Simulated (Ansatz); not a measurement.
`C[CH2][In]([F])[Cl]` + CH₃OH → `C[O][In]([F])[Cl]` + `CC` at 400 K and 1 bar (ligand exchange at the In–C bond).

Isolated molecules relaxed with PBE0-D4/def2-TZVP in Ansatz; ΔE leaves out vibrations. CCSD(T)/CBS is the MP2 limit (def2-TZVPP, def2-QZVPP) plus CCSD(T) − MP2 in def2-TZVPP, frozen cores. This one scheme is used for every species. def2 core potentials past Kr. For In outer-core shells are correlated without core-valence functions, which leaves a few kJ/mol of doubt a bond. Each species was taken in one conformer, which may not be the lowest.

| species | CCSD(T)/CBS energy (Eh) | H − E (kJ/mol) | S (J/(mol·K)) |
| --- | --- | --- | --- |
| `C[CH2][In]([F])[Cl]` | -828.58684 | 212.8 | 430.8 |
| CH₃OH | -115.61712 | 151.2 | 252.6 |
| `C[O][In]([F])[Cl]` | -864.49222 | 149.6 | 424.3 |
| `CC` | -79.71954 | 213.5 | 244.3 |

H − E and S are ideal-gas, rigid-rotor, harmonic terms from PBE0-D4/def2-TZVP, for one conformer and one mirror image of each species. 1 Eh = 2625.50 kJ/mol, R = 8.31446 J/(mol·K).

Q: By hand: ΔE, ΔH, ΔS and ΔG.

A: ΔE = (-864.49222) + (-79.71954) − (-828.58684) − (-115.61712) = -0.00780 Eh = -20.5 kJ/mol. Δ(H − E) = 149.6 + 213.5 − 212.8 − 151.2 = -0.9, so ΔH = -21.4 kJ/mol. ΔS = 424.3 + 244.3 − 430.8 − 252.6 = -14.8 J/(mol·K). ΔG = -21.4 − 400 × (-14.8)/1000 = -15.5 kJ/mol.

Q: By hand: the equilibrium constant, and the temperature at which ΔG would vanish if ΔH and ΔS stayed fixed.

A: log₁₀ K = −ΔG/(RT ln 10) = 2.0. ΔG = 0 at ΔH/ΔS = 1446 K, though so small a ΔS makes that figure unsure.

The number of gas molecules stays the same, so ΔS is small and ΔH decides. A doubt of 5 kJ/mol in ΔE shifts log₁₀ K by 0.7 here. Other conformers and mirror images would add mixing entropy, several J/(mol·K) or more a flexible species. Modes under 60 cm⁻¹, often nearly free rotors, make the harmonic entropy too high. These are equilibria of isolated gas molecules and say nothing of rates. Largest T1 diagnostic: 0.016 (customary marks: 0.02 for closed shells, 0.045 for open ones).
